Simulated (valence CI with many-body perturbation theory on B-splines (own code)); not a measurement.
The numbers below are computed, except where a source is named.
## Gd⁵⁹⁺ in three bases

Method: valence CI with perturbative core correlation (CI+MBPT): three valence electrons over a frozen Dirac-Fock core [He], a basis of 9 s, 9 p, 8 d, 6 f, 3 g, 1 h functions for each j, with the one-electron correlation potential Σ1, the two-electron term Σ2, the three-electron term Σ3, Breit, model QED; selected CI, second order for the rest, scaled by the run's own slope (own B-spline code, finite nucleus).

No measured spectrum was set against this ion. As an estimate, large intervals hold to a few tenths of a per cent, small ones and those within an open d or f shell to about a per cent.

The reference run has the lowest level (2s^2 2p1/2) J=1/2 and an ionisation energy of 13515.2 eV. Its largest variational space holds 8700 state functions.

Levels are named by their leading jj configuration (3d3/2^4 stands for four electrons in 3d with j = 3/2), which in mixed levels can hold well under half, so a name can repeat and another be missing. Letters in brackets count levels of one name in rising energy.

Changed runs:
A. basis 6 s, 6 p, 5 d, 3 f, 1 g
B. basis 5 s, 5 p, 4 d, 2 f

Excitation energies of the reference run in cm⁻¹, and shifts in cm⁻¹:

```tsv
Level	Reference	A	B
(2s 2p1/2^2) J=1/2	1716930	-72	-158
(2s^2 2p3/2) J=3/2	6127500	+25	-39
(2s 2p1/2 2p3/2) J=3/2 [a]	7327320	-138	-541
(2s 2p1/2 2p3/2) J=5/2	7625030	+98	+1.0
(2s 2p1/2 2p3/2) J=1/2	8108400	+62	+89
(2s 2p1/2 2p3/2) J=3/2 [b]	8121660	+141	+304
(2p1/2^2 2p3/2) J=3/2	9923930	-27	-30
(2s 2p3/2^2) J=5/2	13599700	+3.1	-268
(2s 2p3/2^2) J=1/2	14332000	+29	+126
(2s 2p3/2^2) J=3/2	14339000	+127	+233
(2p1/2 2p3/2^2) J=3/2	15726500	-59	-332
(2p1/2 2p3/2^2) J=5/2	15902200	+142	+188
Ionisation energy (eV)	13515.2	-0.004	-0.059
```
